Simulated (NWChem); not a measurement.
# C2H6BFO; SMILES COB(C)F

```xyz
11

B     -0.0841     0.5249     0.0002
F     -0.8920     1.5937     0.0016
C      1.4823     0.7300    -0.0003
H      1.9607     0.2378     0.8563
H      1.7410     1.7922     0.0362
H      1.9466     0.3055    -0.9005
O     -0.7305    -0.6657    -0.0044
C     -0.0800    -1.9254     0.0026
H     -0.2364    -2.4096     0.9731
H     -0.5286    -2.5517    -0.7750
H      0.9963    -1.8441    -0.1841
```
Atoms are numbered in this order, from 1.

Program: NWChem. Medium grid unless said otherwise, to which SCAN and Minnesota functionals are sensitive. Coordinates come from a B3LYP/6-31G* (spherical d) optimisation. Hybrids' shares of exact exchange are those that their runs print; pure functionals count as 0. The functionals differ in more than this share.

| row | share of exact exchange | orbital gap (eV) |
|---|---|---|
| PBE/def2-TZVP | 0.00 | 7.34 |
| r2SCAN/def2-TZVP | 0.00 | 8.10 |
| TPSSh/def2-TZVP | 0.10 | withheld |
| B3LYP/def2-TZVP | 0.20 | 9.25 |
| Hartree-Fock/def2-TZVP | 1.00 | 16.03 |

### Question
Fit a straight line of the last column on the one before it, predict the withheld value, and compare with the run.

### Answer

1. Means of the 4 shown rows: x = 0.300, y = 10.180. Slope Σ(x − x̄)(y − ȳ)/Σ(x − x̄)² = 5.664/0.6800 = 8.329; intercept 7.681.
2. The shown rows scatter about the line by 0.275 (root mean square); the largest residual is +0.42, at r2SCAN/def2-TZVP.
3. At x = 0.10 (TPSSh/def2-TZVP; inside the shown range) the line gives 8.51.
4. The run gives 8.66, +0.15 from the line, 0.5 times the scatter.
